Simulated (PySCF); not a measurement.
## Interval between two levels of Ir by level of theory

Ir [Xe] 4f14 5d7 6s2 [4F9/2, M_J = 9/2] → Ir [Xe] 4f14 5d9 [2D5/2, M_J = 5/2], as a difference of total energies. All numbers are calculated (PySCF 2.14, the two-component X2C-1e Hamiltonian, in x2c-TZVPall-2c with one added diffuse shell each of s, p, d type (12s12p11d2f, 117 functions)). Correlated levels: [Kr] 4d10 4f14 frozen; the 34 highest virtual spinors dropped. "Screened" scales the spin-orbit matrix elements by Boettger's factors to mimic the two-electron term; Breit and QED terms are absent.

```
                    method  interval between two levels (cm⁻¹)
 GHF (screened spin-orbit)                               26234
GMP2 (screened spin-orbit)                               21206
```

The labels give the starting determinants; with spin-orbit coupling the two ends relaxed to ⟨J²⟩ = 24.77, ⟨L²⟩ = 13.03, ⟨S²⟩ = 3.60 and ⟨J²⟩ = 10.51, ⟨L²⟩ = 8.70, ⟨S²⟩ = 1.35.

The determinant of the upper state mixes levels of different J (the jj label is only the starting occupation), so the difference between spin-free and spin-orbit rows is not the physical spin-orbit shift.
